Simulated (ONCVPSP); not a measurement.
**Reading a pseudo-wave (aluminium)**

Columns: radius, all-electron u(r) and pseudo u(r) of the 3s shell (level -23.70 eV) of aluminium in the configuration [Ne] 3s1; PBE, non-relativistic, ONCV scheme, ONCVPSP 4.0.1.

```json
{"r (bohr)": "0.100", "all-electron": "0.1426", "pseudo": "0.0152"}
{"r (bohr)": "0.200", "all-electron": "-0.0943", "pseudo": "0.0324"}
{"r (bohr)": "0.300", "all-electron": "-0.2805", "pseudo": "0.0535"}
{"r (bohr)": "0.400", "all-electron": "-0.3504", "pseudo": "0.0802"}
{"r (bohr)": "0.500", "all-electron": "-0.3254", "pseudo": "0.1137"}
{"r (bohr)": "0.600", "all-electron": "-0.2397", "pseudo": "0.1547"}
{"r (bohr)": "0.700", "all-electron": "-0.1216", "pseudo": "0.2030"}
{"r (bohr)": "0.800", "all-electron": "0.0090", "pseudo": "0.2575"}
{"r (bohr)": "0.900", "all-electron": "0.1393", "pseudo": "0.3168"}
{"r (bohr)": "1.000", "all-electron": "0.2616", "pseudo": "0.3787"}
{"r (bohr)": "1.100", "all-electron": "0.3713", "pseudo": "0.4413"}
{"r (bohr)": "1.200", "all-electron": "0.4663", "pseudo": "0.5025"}
{"r (bohr)": "1.300", "all-electron": "0.5459", "pseudo": "0.5604"}
{"r (bohr)": "1.400", "all-electron": "0.6102", "pseudo": "0.6131"}
{"r (bohr)": "1.500", "all-electron": "0.6601", "pseudo": "0.6586"}
{"r (bohr)": "1.600", "all-electron": "0.6968", "pseudo": "0.6950"}
{"r (bohr)": "1.700", "all-electron": "0.7217", "pseudo": "0.7210"}
{"r (bohr)": "1.800", "all-electron": "0.7362", "pseudo": "0.7362"}
{"r (bohr)": "1.900", "all-electron": "0.7415", "pseudo": "0.7415"}
{"r (bohr)": "2.000", "all-electron": "0.7388", "pseudo": "0.7388"}
{"r (bohr)": "2.100", "all-electron": "0.7292", "pseudo": "0.7292"}
{"r (bohr)": "2.200", "all-electron": "0.7137", "pseudo": "0.7137"}
{"r (bohr)": "2.300", "all-electron": "0.6935", "pseudo": "0.6935"}
{"r (bohr)": "2.400", "all-electron": "0.6695", "pseudo": "0.6695"}
{"r (bohr)": "2.500", "all-electron": "0.6427", "pseudo": "0.6427"}
{"r (bohr)": "2.600", "all-electron": "0.6138", "pseudo": "0.6138"}
```

(1) How many radial nodes do the two functions have?

(2) At about which radius was the pseudo-wave matched?

(3) Where does each function peak?

(4) Is the pseudo-wave norm-conserving?

Results:

(1) The all-electron 3s function has n − l − 1 = 2; the pseudo-wave has 0, since the states of the same l below it are removed with the core.

(2) 1.85 bohr, where the columns begin to agree (steps of 0.10 bohr).

(3) Outermost all-electron maximum near 1.90 bohr, pseudo maximum near 1.90 bohr (to the table’s step).

(4) Yes: the ONCV scheme keeps the norm inside the radius equal to the all-electron one, which fixes the energy derivative of the logarithmic derivative at the level.
